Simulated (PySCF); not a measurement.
## Exercise with solution: dipole moment from atomic charges

CH₃BrOSn, SMILES [Sn]([O]C)[Br] (connectivity only; charge and spin as stated), neutral, multiplicity 1. Atoms are numbered in the order given.

```xyz
7

Sn     0.3898    -0.1878     0.9132
Br    -1.2143     0.9483    -0.7314
O      1.4001    -1.3034    -0.3779
C      1.3160    -1.4667    -1.7618
H      0.5318    -0.8397    -2.2239
H      2.2818    -1.2102    -2.2333
H      1.0991    -2.5220    -2.0073
```
Charge 0, spin multiplicity 1.

Geometry: PBE0-D3(BJ)/def2-SVP. The structure was generated by enumeration; whether it is a known compound was not checked. The def2 effective core potentials stand for the cores of Sn; spin–orbit coupling is left out. The values are those of a single conformer.

Charges (e) from B3LYP/def2-TZVP in PySCF:

| atom | ESP fit | Mulliken |
|---|---|---|
| Sn1 | 0.427 | 0.754 |
| Br2 | -0.251 | -0.409 |
| O3 | -0.310 | -0.528 |
| C4 | -0.054 | -0.134 |
| H5 | 0.065 | 0.111 |
| H6 | 0.060 | 0.104 |
| H7 | 0.063 | 0.104 |

The dipole moment of the full density is 2.06 D.

Task: What dipole moment does each set of point charges give, and which comes closer to that of the density?

Result: 
μ = Σ q r, and 1 e Å = 4.8032 D.
ESP fit: Σ q r = (0.207, -0.121, 0.381) e Å, |μ| = 2.16 D.
Mulliken: Σ q r = (0.286, -0.126, 0.735) e Å, |μ| = 3.84 D.
ESP fit comes closer in size. Point charges leave out the atoms' own dipoles (lone pairs, polarised bonds); fits to the potential absorb them, partitions of the density don't.
